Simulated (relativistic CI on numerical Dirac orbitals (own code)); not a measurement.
# Electric-dipole transitions in Sc15+

These numbers are calculated, not measured: Dirac-Coulomb-Breit CI, separate exchange-only KLI orbitals for each configuration, QED by a radiative potential, unscaled Slater integrals (own radial code, finite nucleus).

CI space (outside the closed core 1s2): 2s2.2p2, 2s.2p3, 2p4, 2p3.3s, 2p3.3p, 2p3.3d, 2s2.2p.3s, 2s2.2p.3p, 2s2.2p.3d, 2s.2p2.3s, 2s.2p2.3p, 2s.2p2.3d, 2s2.2p.4s, 2s2.2p.4p, 2s2.2p.4d, 2s2.2p.4f. Levels of other configurations are missing.

| λ vac (Å) | Lower | Upper | A (s⁻¹) | gf | Branching (%) |
| --- | --- | --- | --- | --- | --- |
| 19.303 | 2s2.2p2 1D_2 [4] | 2s.2p2.3p 1F°_3 [100] | 2.17e+12 | 8.50e-01 | 88.8 |
| 19.676 | 2s2.2p2 3P_1 [2] | 2s.2p2.3p 3D°_2 [63] | 2.15e+12 | 6.25e-01 | 90.8 |
| 19.684 | 2s2.2p2 3P_2 [3] | 2s.2p2.3p 3D°_3 [65] | 2.22e+12 | 9.05e-01 | 96.1 |
| 20.154 | 2s.2p3 5S°_2 [6] | 2s.2p2.3d 5P_1 [87] | 9.81e+12 | 1.79e+00 | 99.4 |
| 20.154 | 2s2.2p2 3P_1 [2] | 2s2.2p.3d 3P°_1 [48] | 3.63e+12 | 6.64e-01 | 60.9 |
| 20.168 | 2s.2p3 5S°_2 [6] | 2s.2p2.3d 5P_2 [86] | 9.27e+12 | 2.83e+00 | 99.1 |
| 20.197 | 2s.2p3 5S°_2 [6] | 2s.2p2.3d 5P_3 [84] | 8.01e+12 | 3.43e+00 | 99.7 |
| 20.224 | 2s2.2p2 3P_0 [1] | 2s2.2p.3d 3D°_1 [41] | 6.79e+12 | 1.25e+00 | 80.9 |
| 20.252 | 2s2.2p2 3P_2 [3] | 2s2.2p.3d 3P°_2 [47] | 5.18e+12 | 1.59e+00 | 77.5 |
| 20.256 | 2s2.2p2 3P_1 [2] | 2s2.2p.3d 3D°_2 [43] | 4.84e+12 | 1.49e+00 | 84.4 |
| 20.286 | 2s2.2p2 3P_2 [3] | 2s2.2p.3d 3D°_3 [45] | 8.20e+12 | 3.54e+00 | 99.0 |
| 20.322 | 2s.2p3 5S°_2 [6] | 2s.2p2.3d 5D_3 [81] | 2.16e+12 | 9.38e-01 | 99.5 |
| 20.330 | 2s.2p3 3D°_2 [7] | 2s.2p2.3d 3D_2 [127] | 3.32e+12 | 1.03e+00 | 40.7 |
| 20.344 | 2s.2p3 3D°_3 [9] | 2s.2p2.3d 3D_3 [128] | 3.55e+12 | 1.54e+00 | 49.7 |
| 20.349 | 2s.2p3 3D°_2 [7] | 2s.2p2.3d 3F_3 [122] | 6.74e+12 | 2.93e+00 | 75.1 |
| 20.362 | 2s.2p3 3D°_1 [8] | 2s.2p2.3d 3F_2 [121] | 6.33e+12 | 1.97e+00 | 70.7 |
| 20.367 | 2s.2p3 3D°_3 [9] | 2s.2p2.3d 3F_4 [123] | 9.15e+12 | 5.12e+00 | 99.9 |
| 20.387 | 2s2.2p2 1D_2 [4] | 2s2.2p.3d 1F°_3 [54] | 1.15e+13 | 5.04e+00 | 98.7 |
| 20.393 | 2s2.2p2 3P_1 [2] | 2s2.2p.3d 1D°_2 [40] | 2.45e+12 | 7.65e-01 | 59.3 |
| 20.497 | 2s.2p3 1D°_2 [14] | 2s.2p2.3d 1F_3 [167] | 1.33e+13 | 5.86e+00 | 99.5 |
| 20.586 | 2s.2p3 3S°_1 [13] | 2s.2p2.3d 3P_2 [158] | 7.03e+12 | 2.23e+00 | 87.7 |
| 20.604 | 2s.2p3 3P°_2 [12] | 2s.2p2.3d 3P_2 [138] | 3.71e+12 | 1.18e+00 | 54.3 |
| 20.707 | 2s.2p3 1P°_1 [15] | 2s.2p2.3d 1D_2 [172] | 9.64e+12 | 3.10e+00 | 83.1 |
| 20.739 | 2s.2p3 3P°_2 [12] | 2s.2p2.3d 3D_3 [128] | 3.28e+12 | 1.48e+00 | 46.0 |
| 20.791 | 2s2.2p2 1S_0 [5] | 2s2.2p.3d 1P°_1 [53] | 6.44e+12 | 1.25e+00 | 94.6 |
| 20.866 | 2s.2p3 3D°_3 [9] | 2s.2p2.3d 3D_3 [110] | 2.11e+12 | 9.63e-01 | 35.4 |
| 21.039 | 2s.2p3 3D°_3 [9] | 2s.2p2.3d 3F_4 [97] | 3.38e+12 | 2.02e+00 | 99.9 |
| 21.099 | 2s.2p3 3D°_2 [7] | 2s.2p2.3d 3F_3 [93] | 3.08e+12 | 1.44e+00 | 91.6 |
| 21.224 | 2s.2p3 1D°_2 [14] | 2s.2p2.3d 1D_2 [140] | 4.63e+12 | 1.56e+00 | 70.4 |
| 21.281 | 2s.2p3 3P°_2 [12] | 2s.2p2.3d 3D_3 [110] | 2.69e+12 | 1.28e+00 | 45.2 |

Terms are leading LS components. Brackets give the number of a level in order of energy, since labels repeat. The list gives strong lines, with weight on those to low levels, without lines whose two gauges differ by over a factor of 2.5, among the lowest 200 of 274 levels, so that lines to higher ones, which can be the strongest, are missing. Levels whose partners in the same complex of configurations lie outside the list can be far off, and so can their lines. Rates are taken at the computed energies, electric ones in the length gauge.

At this charge energies of transitions that change n are usually good to better than 1 %, and those within a shell (Δn = 0) to a few per cent.

LS names give the leading component of a level, which can be under half, so a name can repeat, a term be missing and a line seem to break the LS rules.
